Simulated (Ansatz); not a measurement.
Al₄As₄, relaxed as a singlet with RKS PBE0-D4/def2-SVP in Ansatz, starting from the GFN2-xTB geometry. Force threshold 0.02 eV/Å.

The structure comes from a short search, and lower isomers may exist.

Start:

```xyz
8

Al    0.573   -1.802    0.564
Al   -1.890   -0.563    0.115
Al    1.890    0.564   -0.116
Al   -0.572    1.803   -0.565
As    2.575   -1.614   -0.637
As    1.324    2.777    0.402
As   -1.391   -2.110    1.802
As   -2.509    0.946   -1.565
```

Estimate the energy that the relaxation releases and the steps that it takes.

3.4 kcal/mol, in 4 steps; 30 s on 4 threads of Arm Neoverse V2 on a shared host. No frequencies were taken in this run, so the end may be a saddle point.

Does the start keep its bonding and symmetry?

By distances, no bond broke or formed. The bond that changes most is Al3–As5, from 2.34 to 2.30 Å (atoms count from 1). Point group D2d at the start, D2d at the end, both within 0.05 Å.

Predict the relaxed structure.


```xyz
8

Al    0.595   -1.872    0.585
Al   -1.960   -0.586    0.119
Al    1.960    0.586   -0.119
Al   -0.595    1.872   -0.585
As    2.587   -1.590   -0.532
As    1.337    2.762    0.293
As   -1.397   -2.157    1.703
As   -2.527    0.985   -1.465
```
Bond lengths (bridged metal pairs left out): 8 × Al–As 2.30 Å.
